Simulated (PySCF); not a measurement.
Species: sum formula TiO3H3, net charge 1, singlet state. The spin state was set by rule; other spins were not relaxed. 
Structure (B3LYP-D3(BJ)/def2-TZVP (Ansatz) minimum search):
SMILES: [Ti+]([OH])([OH])[OH]
```xyz
7

Ti     0.0778     0.1741     0.1081
O      1.4452    -0.2871    -0.8627
H      2.1619    -0.8828    -1.1215
O     -0.3264    -0.9058     1.4100
H     -0.9456    -1.4061     1.9596
O     -1.2681     0.8589    -0.7546
H     -1.7345     1.1299    -1.5575
```
Charge +1, spin multiplicity 1.

Dispersion corrections to the total energy (kcal/mol) from the dftd3 and dftd4 libraries through PySCF: D3(BJ) without and D4 with the three-body term, each with the damping fitted for the functional named.

```tsv
functional	D3(BJ)	D4
B3LYP	-4.38	…
r2SCAN	-0.64	-0.55
BLYP	-5.27	…
BP86	-4.12	…
HF	-20.55	-8.11
TPSS	-3.02	-3.20
revPBE	-5.67	-6.71
```

Question: Some entries are withheld; supply them.

Answer: 
- B3LYP, D4: -3.86
- BLYP, D4: -5.20
- BP86, D4: -3.21
